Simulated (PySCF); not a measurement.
**Working out the ionisation energy of Ne⁺**

Ne⁺ [He] 2s2 2p5 (2P) → Ne²⁺ [He] 2s2 2p4 (3P). All numbers are calculated (PySCF 2.14, the spin-free X2C one-electron Hamiltonian (Gaussian nucleus), in aug-cc-pCVTZ-DK with one added diffuse shell each of s, p, d, f type (8s7p5d3f, 75 functions)). Frozen: nothing. Energies in hartree (1 hartree = 27.21139 eV):

```
            part  Ne⁺ (lower)  Ne²⁺ (upper)
             UHF  -127.947619   -126.505631
CCSD correlation    -0.276867     -0.222910
             (T)    -0.003193     -0.001856
```

**Question.** What does Hartree-Fock give?

**Answer.** (-126.505631) − (-127.947619) = 1.441988 hartree = 39.238 eV.

**Question.** What do CCSD and CCSD(T) give?

**Answer.** The CCSD correlation energies differ by 0.053957 hartree = 1.468 eV and the triples by 0.001337 hartree = 0.036 eV, so CCSD gives 40.706 eV and CCSD(T) 40.742 eV.

A first-order spin-orbit estimate adds -0.005 eV to CCSD(T) (valence and next inner shell), giving 40.737 eV against 40.963 eV (measured; NIST Atomic Spectra Database, ionization energies).

What remains against the reference includes basis incompleteness and higher excitations.
